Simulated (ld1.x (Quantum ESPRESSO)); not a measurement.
Reading a pseudo-wave (palladium)

Columns: radius, all-electron u(r) and pseudo u(r) of the 4d shell (level -4.05 eV) of palladium in the configuration [Kr] 4d10 5s0 5p0; PBE, scalar-relativistic, TM scheme, ld1.x (Quantum ESPRESSO) 7.5.

```json
{"r (bohr)": "0.145", "all-electron": "0.3153", "pseudo": "-0.0100"}
{"r (bohr)": "0.290", "all-electron": "0.3652", "pseudo": "-0.0736"}
{"r (bohr)": "0.435", "all-electron": "0.0329", "pseudo": "-0.2144"}
{"r (bohr)": "0.580", "all-electron": "-0.3388", "pseudo": "-0.4126"}
{"r (bohr)": "0.725", "all-electron": "-0.6113", "pseudo": "-0.6159"}
{"r (bohr)": "0.870", "all-electron": "-0.7679", "pseudo": "-0.7709"}
{"r (bohr)": "1.015", "all-electron": "-0.8326", "pseudo": "-0.8505"}
{"r (bohr)": "1.160", "all-electron": "-0.8373", "pseudo": "-0.8604"}
{"r (bohr)": "1.305", "all-electron": "-0.8073", "pseudo": "-0.8244"}
{"r (bohr)": "1.450", "all-electron": "-0.7593", "pseudo": "-0.7676"}
{"r (bohr)": "1.595", "all-electron": "-0.7039", "pseudo": "-0.7062"}
{"r (bohr)": "1.740", "all-electron": "-0.6468", "pseudo": "-0.6470"}
{"r (bohr)": "1.885", "all-electron": "-0.5912", "pseudo": "-0.5912"}
{"r (bohr)": "2.030", "all-electron": "-0.5388", "pseudo": "-0.5388"}
{"r (bohr)": "2.175", "all-electron": "-0.4903", "pseudo": "-0.4903"}
{"r (bohr)": "2.320", "all-electron": "-0.4458", "pseudo": "-0.4458"}
{"r (bohr)": "2.465", "all-electron": "-0.4053", "pseudo": "-0.4053"}
{"r (bohr)": "2.610", "all-electron": "-0.3685", "pseudo": "-0.3685"}
{"r (bohr)": "2.755", "all-electron": "-0.3352", "pseudo": "-0.3352"}
{"r (bohr)": "2.900", "all-electron": "-0.3050", "pseudo": "-0.3050"}
{"r (bohr)": "3.045", "all-electron": "-0.2777", "pseudo": "-0.2777"}
{"r (bohr)": "3.190", "all-electron": "-0.2530", "pseudo": "-0.2530"}
{"r (bohr)": "3.335", "all-electron": "-0.2307", "pseudo": "-0.2307"}
{"r (bohr)": "3.480", "all-electron": "-0.2104", "pseudo": "-0.2104"}
{"r (bohr)": "3.625", "all-electron": "-0.1921", "pseudo": "-0.1921"}
{"r (bohr)": "3.770", "all-electron": "-0.1755", "pseudo": "-0.1755"}
```

(1) How many radial nodes do the two functions have?

(2) At about which radius was the pseudo-wave matched?

(3) Is the pseudo-wave norm-conserving?

## Answers

(1) The all-electron 4d function has n − l − 1 = 1; the pseudo-wave has 0, since the states of the same l below it are removed with the core.

(2) 1.95 bohr. The columns agree to 0.0005 from 1.74 bohr on; several derivatives are matched, so the curves merge somewhat inside the radius.

(3) Yes: the TM scheme keeps the norm inside the radius equal to the all-electron one, which fixes the energy derivative of the logarithmic derivative at the level.
